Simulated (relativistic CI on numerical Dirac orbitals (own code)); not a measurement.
## Ti³⁺ (3d) in a crystal field

Calculated by Dirac-Coulomb-Breit CI, KLI orbitals optimised for each configuration, model QED (radiative potential, 1s self-energy scaled to tabulated hydrogen-like ionisation energies), one configuration in a parametric crystal field, unscaled Slater integrals (own radial code).

Field parameters in Wybourne normalisation: D4h B²₀ = −7Ds, B⁴₀ = 21(Dq − Dt), B⁴₄ = 21√(5/14) Dq; Oh B⁴₀ = 21Dq, B⁴₄ = √(5/14) B⁴₀. The field is a parameter set, without covalency.

S and J are read from ⟨S²⟩ = S(S + 1) and ⟨J²⟩ = J(J + 1) of each level; they are not fictitious spins.

D4h, 10Dq = 16150, Ds = 2370, Dt = 90 cm⁻¹, the lowest 5 levels:

| E (cm⁻¹) | Degeneracy | Irrep | S | J |
| --- | --- | --- | --- | --- |
| 0.0 | 2 | Γ6 | 0.50 | 1.94 |
| 139 | 2 | Γ7 | 0.50 | 2.32 |
| 6732 | 2 | Γ7 | 0.50 | 2.15 |
| 12954 | 2 | Γ6 | 0.50 | 2.16 |
| 22883 | 2 | Γ7 | 0.50 | 2.15 |

Principal g values of the ground doublet: 0.00, 0.06, 0.06.

Oh, 10Dq = 8150 cm⁻¹, the lowest 3 levels:

```
E (cm⁻¹)  Degeneracy  Irrep     S     J
     0.0           4     Γ8  0.50  1.93
     212           2     Γ7  0.50  2.50
    8227           4     Γ8  0.50  2.16
```

The free-ion ground term has S = 1/2. Every field shown keeps that spin.

Levels of this model without a field, named by their leading LS term: 2D_3/2 0, 2D_5/2 348 cm⁻¹.
